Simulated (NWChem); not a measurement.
Basis-set convergence for O₂Zr

SMILES: [O]=[Zr]=[O]
```xyz
3

Zr     0.0000     0.0000     0.3039
O     -1.4287     0.0000    -0.7597
O      1.4287     0.0000    -0.7597
```
Charge 0, spin multiplicity 1.

The numbers come from NWChem runs, not from measurements. Structure: optimised with PBE/def2-SVP with def2 effective core potentials on Zr, a minimum by its harmonic frequencies.

Quantity: dipole moment at the level PBE0.

Effective core potentials replace the inner electrons of Zr; spin-orbit coupling is left out. The structure started from a generated list of species.

Relative cost: rough, from shared machines, SCF included, def2-SVP = 1.

```tsv
basis	functions	dipole moment (D)	relative cost
def2-SVP	59	…	1
def2-SVPD	80	8.16	under 3
def2-TZVP	102	…	under 3
def2-TZVPP	118	…	3
def2-TZVPD	120	8.05	under 3
def2-QZVP	186	8.06	10
```

Task: Complete the blanks.

Result: 
- def2-SVP, dipole moment (D): 7.97
- def2-TZVP, dipole moment (D): 8.09
- def2-TZVPP, dipole moment (D): 8.00
